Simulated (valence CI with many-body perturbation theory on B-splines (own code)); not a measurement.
Values are calculated unless marked as measured or tabulated.
## Sensitivity of CI+MBPT for Gd32+

Level of theory: valence CI with perturbative core correlation (CI+MBPT): four valence electrons over a frozen Dirac-Fock core [Ar] 3d10, a basis of 6 s, 6 p, 5 d, 3 f, 1 g functions for each j, with the one-electron correlation potential Σ1 (screened to all orders), the two-electron term Σ2, the three-electron term Σ3, Breit, model QED; selected single and double excitations, second order for the rest, scaled by the run's own slope (own B-spline code, finite nucleus).

The last digits are not significant, and no measured levels were compared; by estimate large intervals hold to a few tenths of a per cent, small ones and those within an open d or f shell to about a per cent.

The reference run has the lowest level (4s^2 4p1/2^2) J=0 and an ionisation energy of 1321.98 eV. Its largest variational space holds 9998 state functions.

Levels are named by their leading jj configuration (3d3/2^4 stands for four electrons in 3d with j = 3/2), which in mixed levels can hold well under half, so a name can repeat and another be missing. Letters in brackets count levels of one name in rising energy.

```
                     Level  Reference (cm⁻¹)  Shift (cm⁻¹)
    (4s^2 4p1/2 4p3/2) J=1            322553          -245
    (4s^2 4p1/2 4p3/2) J=2            350084          +136
        (4s^2 4p3/2^2) J=2            693342           +14
        (4s^2 4p3/2^2) J=0            754420          +489
    (4s 4p1/2^2 4p3/2) J=2            899766          -332
    (4s 4p1/2^2 4p3/2) J=1            994677          +223
(4s 4p1/2 4p3/2^2) J=2 [a]           1195870          -547
    (4s 4p1/2 4p3/2^2) J=3           1250210          -150
    (4s^2 4p1/2 4d3/2) J=2           1266490          +156
    (4s 4p1/2 4p3/2^2) J=0           1308080          +208
(4s 4p1/2 4p3/2^2) J=1 [a]           1330850          +186
(4s 4p1/2 4p3/2^2) J=1 [b]           1370490          +545
```

The ionisation energy moves by -0.10 eV.

Q: Which of these changes was made?
A. size limit of the variational space 10000 → 300; second order for the rest on → off
B. size limit of the variational space 10000 → 1500
C. QED terms on → off
D. correlating orbitals by l 3 3 3 2 1 → 4 4 3 0 0

A: D. correlating orbitals by l 3 3 3 2 1 → 4 4 3 0 0.
